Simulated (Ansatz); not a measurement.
`FC(F)(F)C(F)(F)Br` + `[OH][SnH3]` → `FC(F)(F)[O][SnH3]` + `FC(F)Br` at 500 K and 1 bar (substitution at a C–C bond).

Isolated molecules relaxed with PBE0-D4/def2-TZVP in Ansatz; ΔE leaves out vibrations. CBS: MP2 limit from def2 TZ/QZ plus the TZ coupled-cluster correction, frozen cores. Elements past krypton have def2 core potentials. For Br, Sn outer-core shells are correlated without core-valence functions, which leaves a few kJ/mol of doubt a bond. Scalar relativity is left out up to krypton.

```json
{"species": "`FC(F)(F)C(F)(F)Br`", "CCSD(T)/CBS energy (Eh)": "-3148.36754", "H − E (kJ/mol)": "118.9", "S (J/(mol·K))": "433.8"}
{"species": "`[OH][SnH3]`", "CCSD(T)/CBS energy (Eh)": "-291.59405", "H − E (kJ/mol)": "117.0", "S (J/(mol·K))": "327.9"}
{"species": "`FC(F)(F)[O][SnH3]`", "CCSD(T)/CBS energy (Eh)": "-628.44046", "H − E (kJ/mol)": "151.2", "S (J/(mol·K))": "444.0"}
{"species": "`FC(F)Br`", "CCSD(T)/CBS energy (Eh)": "-2811.54081", "H − E (kJ/mol)": "86.4", "S (J/(mol·K))": "326.9"}
```

H − E and S are ideal-gas, rigid-rotor, harmonic terms from PBE0-D4/def2-TZVP, for one conformer and one mirror image of each species. 1 Eh = 2625.50 kJ/mol, R = 8.31446 J/(mol·K).

Problem. By hand: ΔE, ΔH, ΔS and ΔG.

Solution. ΔE = (-628.44046) + (-2811.54081) − (-3148.36754) − (-291.59405) = -0.01968 Eh = -51.7 kJ/mol. Δ(H − E) = 151.2 + 86.4 − 118.9 − 117.0 = 1.7, so ΔH = -50.0 kJ/mol. ΔS = 444.0 + 326.9 − 433.8 − 327.9 = 9.2 J/(mol·K). ΔG = -50.0 − 500 × (9.2)/1000 = -54.6 kJ/mol.

Problem. By hand: the equilibrium constant, and the temperature at which ΔG would vanish if ΔH and ΔS stayed fixed.

Solution. log₁₀ K = −ΔG/(RT ln 10) = 5.7. ΔH and −TΔS have one sign here, so there is no such temperature.

The number of gas molecules stays the same, so ΔS is small and ΔH decides. A doubt of 5 kJ/mol in ΔE shifts log₁₀ K by 0.5 here. Other conformers and mirror images would add mixing entropy, several J/(mol·K) or more a flexible species. Modes under 60 cm⁻¹, often nearly free rotors, make the harmonic entropy too high. These are equilibria of isolated gas molecules and say nothing of rates. Largest T1 diagnostic: 0.014 (customary marks: 0.02 for closed shells, 0.045 for open ones).

ΔS is within the doubt of such terms, so its sign, and with it that verdict, could turn.
